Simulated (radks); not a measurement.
Spin polarisation of the 2p5 shell in Ne+. Start: [He] 2s2 2p(up 2.5, down 2.5); electrons of 2p are moved from spin down to spin up, other shells keep equal spins. Method: non-relativistic Kohn-Sham, BLYP, spin-polarised, spherical densities, point nucleus; computed with a radial shooting solver on a logarithmic mesh with Libxc functionals.

| moment (Bohr magnetons) | E - E(0) (eV) | e(2p up) (eV) | e(2p down) (eV) | 2s down minus up (eV) |
|---|---|---|---|---|
| 0 | 0.000 | -32.309 | -32.309 | 0.000 |
| 0.25 | -0.032 | -32.560 | -32.047 | 0.508 |
| 0.5 | -0.128 | -32.799 | -31.775 | 1.015 |
| 0.75 | -0.288 | -33.027 | -31.493 | 1.520 |
| 1 | -0.512 | -33.244 | -31.202 | 2.023 |

At moment 1 the spin-polarisation energy is -0.512 eV and the 2p exchange splitting 2.042 eV, that is 2.042 eV per Bohr magneton; E = -I m^2/4 would give I = 2.046 eV.
